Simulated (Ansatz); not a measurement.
Mulliken charges of Cl2GeH4SSi (`Cl[SiH2][S][GeH2][Cl]`) from PBE/def2-TZVPP in Ansatz (PBE0-D4/def2-TZVP geometry).

```
atom   x (Å)   y (Å)   z (Å)  charge (e)
 Cl1  -2.192   0.943   0.717      -0.206
 Si2  -0.912  -0.561   1.279       0.387
  S3   0.020  -1.477  -0.396      -0.292
 Ge4   0.913   0.295  -1.384       0.376
 Cl5   2.114   1.394   0.023      -0.268
  H6  -1.694  -1.636   1.927      -0.039
  H7   0.077   0.036   2.198      -0.027
  H8  -0.163   1.257  -1.888       0.037
  H9   1.838  -0.250  -2.475       0.031
```

**Question.** By hand: the dipole of these point charges (1 e Å = 4.8032 D).

**Answer.** Σ q r = (-0.016, -0.141, -0.345) e Å, of length 0.373 e Å = 1.79 D.

**Question.** How does the dipole of the full density compare? (An estimate is asked.)

**Answer.** Computed: (-0.018, -0.117, -0.171) e Å, 1.00 D; the point charges give 1.79 times that, at 12° from its direction.

Point charges leave out the atoms' own dipoles, such as those of lone pairs, and Mulliken's split depends on the basis, so the two needn't agree.
